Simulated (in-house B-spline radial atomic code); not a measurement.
# KLI/ALDAx excitations of Nb VI (Nb5+)

Method: KLI/ALDAx. Computed with an all-electron radial atomic-structure program (B-spline basis): linear response of the closed shell [Ar] 3d10 4s2 4p6 with the adiabatic LDA exchange kernel on the exchange-only KLI potential; scalar-relativistic (spin-free one-electron X2C), finite nucleus, no spin-orbit coupling, no double excitations, S, P, D and F terms only; shells from n = 2 respond. Only terms of natural parity with L up to 3 were computed.

Command:
```bash
python run_td.py task.json out
```
Settings (radii: box in bohr, nucleus in fm):
```
Z                        41
electrons                36
configuration            [Ar] 3d10 4s2 4p6
hamiltonian              x2c
method                   kli
box_radius               16.35
rms_radius               4.324
intervals                103
```

Cost of the run: 2.1 s on 1 thread of Intel(R) Xeon(R) Platinum 8259CL CPU @ 2.50GHz (Skylake/Cascade Lake) (shared host).

The lowest states, in the order of their Tamm-Dancoff energies; the method's threshold (minus the highest occupied level) is 102.29 eV. Labels give the largest channel, * marks a mixed state, and oscillator strengths are full-response dipole values. Semilocal kernels can invert the small singlet-triplet splittings of Rydberg terms. Energies in eV:

```tsv
state	full response	Tamm-Dancoff	oscillator strength
4p → 4d 3P	34.12	34.21	-
4p → 4d 3F	34.90	34.97	-
4p → 4d 1F	?	?	-
4p → 4d 1P	45.88	47.53	5.5
4p → 5s 3P	48.44	48.45	-
4p → 5s 1P	49.23	49.25	0.633
4p → 5p 3S	55.52	55.54	-
4p → 5p 3D	56.31	56.32	-
4p → 5p 1D	56.81	56.81	-
4p → 5p 1S	?	?	-
4s → 4d 3D	60.15	60.19	-
4s → 4d 1D	62.82	62.87	-
4p → 4f 3D	65.38	65.40	-
4p → 5d 3P	68.03	68.04	-
4p → 5d 3F	68.23	68.24	-
4p → 4f 1D	68.25	68.38	-
```

(1) Where does 4p → 4d 1F lie?

(2) Where does 4p → 5p 1S lie?

(3) How large is the singlet-triplet splitting of 4p → 4d (F terms) in Tamm-Dancoff?

(4) What polarisabilities and dispersion coefficient does the method give?

Results:

(1) At 37.49 eV in full response, 37.53 eV in Tamm-Dancoff.

(2) At 59.28 eV in full response, 59.48 eV in Tamm-Dancoff.

(3) 2.56 eV, from the unrounded values.

(4) Dipole 2.286 bohr³, quadrupole 3.832 bohr⁵, C6 7.204 hartree·bohr⁶ for two such species.
